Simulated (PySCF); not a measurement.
C2H2N3, SMILES [N]1N=CN=C1, multiplicity 2.

Geometry: PBE-D3(BJ)/def2-SVP. A frequency run showed that this geometry is not a minimum. The isomer is the one that the SMILES or the coordinates give; other isomers of the formula were not compared.

Calculation: PBE-D3(BJ)/def2-SVP in PySCF.

No scaling factor is applied to the harmonic values.

Computed vibrational spectrum:
```csv
mode,ν (cm⁻¹),IR (km/mol),moving atoms (share of kinetic energy)
1,1256i,754.9,"N 51 %, C 48 %"
2,777i,444.1,"C 58 %, N 41 %"
3,471,0.0,"N 75 %, C 24 %"
4,752,33.2,H 95 %
5,794,0.0,"H 79 %, C 19 %"
6,933,0.8,"N 65 %, C 31 %"
7,1066,5.3,"N 68 %, C 26 %"
8,1093,60.6,"H 70 %, N 17 %, C 13 %"
9,1197,0.4,"H 83 %, N 9 %"
10,1220,9.5,"C 60 %, N 32 %"
11,1312,20.0,"N 52 %, C 44 %"
12,1356,8.7,"C 50 %, N 28 %, H 21 %"
13,1584,19.3,N 95 %
14,3210,4.8,"H 92 %, C 8 %"
15,3220,0.5,"H 91 %, C 9 %"
```
